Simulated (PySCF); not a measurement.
PySCF 2.14 output of an unrestricted TPSS calculation on a single atom or ion in aug-cc-pVDZ (7s6p4d2f, 59 functions), with no relativity, point nucleus:

```
SCF conv_tol = 1e-09
number electrons alpha = 10  beta = 9
    J. Tao, J. P. Perdew, V. N. Staroverov, and G. E. Scuseria.,  Phys. Rev. Lett. 91, 146401 (2003)
    J. P. Perdew, J. Tao, V. N. Staroverov, and G. E. Scuseria.,  J. Chem. Phys. 120, 6898 (2004)
    J. Tao, J. P. Perdew, V. N. Staroverov, and G. E. Scuseria.,  Phys. Rev. Lett. 91, 146401 (2003)
    J. P. Perdew, J. Tao, V. N. Staroverov, and G. E. Scuseria.,  J. Chem. Phys. 120, 6898 (2004)
cycle= 1 E= -759.936640048582  delta_E= -0.00293  |g|= 0.00665  |ddm|= 2.33
cycle= 2 E= -759.936656367235  delta_E= -1.63e-05  |g|= 0.00207  |ddm|= 0.185
cycle= 3 E= -759.936658011089  delta_E= -1.64e-06  |g|= 0.000347  |ddm|= 0.0691
cycle= 4 E= -759.936658057492  delta_E= -4.64e-08  |g|= 1.19e-05  |ddm|= 0.00974
cycle= 5 E= -759.936658057559  delta_E= -6.66e-11  |g|= 9.72e-07  |ddm|= 0.00027
converged SCF energy = -759.936658057559  <S^2> = 0.75044238  2S+1 = 2.0004423
```

The run itself started from symmetry-adapted Hartree-Fock orbitals and held the occupation by maximum overlap, on a logarithmic radial grid, so the iterations belong to that start.

Task: Which element, charge and spin multiplicity is this?

Result: Sc²⁺ (scandium, charge +2), multiplicity 2; the state was [Ar] 3d1, 2D determinant.
